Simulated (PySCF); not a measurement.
**Dipole response of Ti²⁺ (titanium, charge +2)**

[Ar] 3d2, high-spin 3F determinant. Computed with PySCF 2.14 in aug-cc-pVTZ with one added diffuse shell each of s, p, d, f, g type (9s8p6d4f3g, 118 functions), with the non-relativistic Hamiltonian (point nucleus). Coupled (time-dependent) response in atomic units; α is the mean over directions.

| method | mean α (bohr³) | C₆ (like pair) | S(−4) |
| --- | --- | --- | --- |
| PBE0 | 4.816 | 14.42 | 19.09 |

S(−4) is the Cauchy moment in α(ω) = α(0) + S(−4) ω² + …

α(iu) at PBE0:

```
u (hartree)  α(iu) (bohr³)
          0          4.816
     0.0500          4.769
      0.100          4.640
      0.200          4.241
      0.300          3.814
      0.500          3.124
      0.750          2.522
       1.00          2.080
       1.50          1.464
       2.00          1.068
       3.00         0.6251
       5.00         0.2825
```

A single London oscillator, α(iu) = α/(1 + u²/ω²), gives C₆ = (3/4) ω α². Matching the computed C₆ needs ω = 4 × 14.42 / (3 × 4.816²) = 0.829 hartree.

For an ion, C₆ is the dispersion term alone; charge-induced terms of lower order in 1/R come first.
